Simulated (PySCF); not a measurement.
**`InChI=1S/C8H5NO/c9-6-7-4-2-1-3-5-8(7)10/h1-5H`**

Cartesian coordinates in Å; atom numbers follow the order of the lines, from 1:
```xyz
15

N     3.7937   -0.7306    0.0880
C     2.6745   -0.4939    0.0237
C     1.2795   -0.2394   -0.0419
C     0.4755   -1.3391   -0.0870
C    -0.9353   -1.4251   -0.1615
C    -1.8433   -0.4215   -0.0417
C    -1.5971    0.9595    0.1832
C    -0.4273    1.6352    0.1758
C     0.9430    1.1997   -0.0896
O     1.8119    2.0287   -0.3007
H     0.9890   -2.2952   -0.0854
H    -1.3227   -2.4268   -0.2972
H    -2.8887   -0.6981   -0.0924
H    -2.4894    1.5487    0.3617
H    -0.4678    2.7057    0.3430
```

Computed with quadratic response B3LYP/def2-SVPD first hyperpolarisability, Taylor convention, gas phase (PySCF 2.14.0). Geometry: GFN2-xTB.

(1) Give the tensor of the second harmonic β(−2ω;ω,ω) at 1340 nm in the axes of these coordinates.

Results:

(1) In au, Taylor convention; rows are the first index (the induced dipole):
|  | xx | yy | zz | xy | xz | yz |
| --- | --- | --- | --- | --- | --- | --- |
| x | +343.3 | +29.5 | +44.5 | +28.4 | +4.0 | +4.9 |
| y | -5.2 | -29.7 | +8.0 | +53.5 | +6.5 | +1.3 |
| z | +6.2 | +3.6 | -7.9 | +2.3 | +42.5 | +8.7 |

Norm of βᵢ = ⅓ Σⱼ (βᵢⱼⱼ + βⱼᵢⱼ + βⱼⱼᵢ): 432.0 au, hyper-Rayleigh value 162.7 au.
